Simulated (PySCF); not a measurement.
CH5S, SMILES [SH2+]C, charge +1.

Coordinates come from a B3LYP-D3(BJ)/def2-TZVP optimisation. The isomer is the one that the SMILES or the coordinates give; other isomers of the formula were not compared.

Two levels are set side by side: PBE/def2-TZVPD (PySCF) and HF/def2-TZVPD (PySCF). Same geometry, gas phase. Differences are taken from unrounded values.

```json
[
 {"quantity": "orbital gap (eV)", "HF": "16.32"},
 {"quantity": "highest occupied level (eV)", "HF": "-19.47"},
 {"quantity": "lowest empty level (eV)", "HF": "-3.14"},
 {"quantity": "mean polarisability (bohr³)", "HF": "29.0"}
]
```

Q: What does PBE give, and how far is it from HF? (The exact figures need the calculation; the answer reports its results.)

A: 
| quantity | PBE | PBE minus HF |
|---|---|---|
| orbital gap (eV) | 7.55 | -8.78 |
| highest occupied level (eV) | -14.94 | 4.53 |
| lowest empty level (eV) | -7.40 | -4.25 |
| mean polarisability (bohr³) | 30.1 | 1.1 |

Without exact exchange PBE keeps part of each electron's self-repulsion, which lifts occupied levels and narrows the gap. PBE's more diffuse valence density responds more strongly to a field. Differences between two approximate levels are no errors against the true value.

Rough cost on one machine, each run with all the roots and properties that it gave: HF against PBE about 1/4.
